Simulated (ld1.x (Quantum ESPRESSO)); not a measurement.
**Sr: one change to a TM potential, before and after**

ld1.x (Quantum ESPRESSO) 7.5 input, shortened:

```
&input
   title='Sr', zed=38., rel=1, dft='PZ', iswitch=3,
   config='[Kr] 4d0 5s2 5p0'
 /
 &inputp
   pseudotype=2, tm=.true., lloc=1,
   nlcc=.true.
 /
3
5S  1  0   2.00   0.00  3.80  3.80  0.0
4D  3  2   0.00   0.00  2.25  2.25  0.0
5P  2  1   0.00   0.00  3.35  3.35  0.0
 &test
   configts(1)='4d0 5s2 5p0'
 /
```

Change: core correction a·sin(br)/r model core inside 1.80 bohr.

Cutoffs: the cutoffs (Ry, on a coarse ladder) from which the occupation-weighted sum of valence levels, in a spherical-Bessel basis at the reference potential, stays within 10 and 1 mRy of its value at 400 Ry; they do not see the model core or the augmentation charge, which bear on the density cutoff. Errors are all-electron minus pseudo energies relative to the spin-unpolarised reference configuration.

Q: Predict the effect on cutoff, ghosts and configuration errors.

A: Both files are so soft that the ladder of cutoffs tells neither apart; both files keep a bound ghost (s); of the 9 tests that both files solve, the error grows in 6 and shrinks in 1 by more than 15 % and 0.3 meV (median size 6.8 → 9.8 meV). The default core radius of the base comes out at 2.68 bohr. A model core, the more so a compact one, raises the density cutoff, which this test does not measure.

| quantity | base | changed |
| --- | --- | --- |
| cutoff, loose | 6 Ry | 6 Ry |
| cutoff, tight | 8 Ry | 8 Ry |
| bound ghosts | s | s |
| error for 4d0 5s1 5p0, meV [ΔE 6.06 eV] | -12 | -13 |
| error for 4d0 5s1.5 5p0, meV [ΔE 2.41 eV] | -2.5 | -2.7 |
| error for 4d0 5s1 5p1, meV [ΔE 2.39 eV] | -3.7 | -4.4 |
| error for 4d0 5s0 5p2, meV [ΔE 4.93 eV] | -6.9 | -9.8 |
| error for 4d0.5 5s1.5 5p0, meV [ΔE 1.15 eV] | -6.8 | -13 |
| error for 4d0 5s0 5p1, meV [ΔE 9.11 eV] | +2.1 | -1.6 |
| error for 4d1 5s0 5p0, meV [ΔE 7.86 eV] | -28 | -59 |
| error for 4d0 5s1 5p0 (spin-polarised), meV [ΔE 5.89 eV] | -11 | -15 |
| error for 4d0 5s1.5 5p0 (spin-polarised), meV [ΔE 2.38 eV] | -2.2 | -2.8 |
| s: phases at 4.08 bohr within 0.05 rad from the reference energy up to (Ry; the scan ends near 5) | 1.3 | 1.3 |
| p: phases at 4.08 bohr within 0.05 rad from the reference energy up to (Ry; the scan ends near 5) | 0.2 | 0.2 |
| d: phases at 4.08 bohr within 0.05 rad from the reference energy up to (Ry; the scan ends near 5) | 0.4 | 0.4 |

Base: The cutoffs count occupied waves only; the empty 4d level needs 18 Ry at the loose tolerance. Changed file: The cutoffs count occupied waves only; the empty 4d level needs 18 Ry at the loose tolerance. A true bound ghost makes a file unfit for plane-wave use even where its test errors are small: the radial tests pick states by their node count and pass the ghost by.
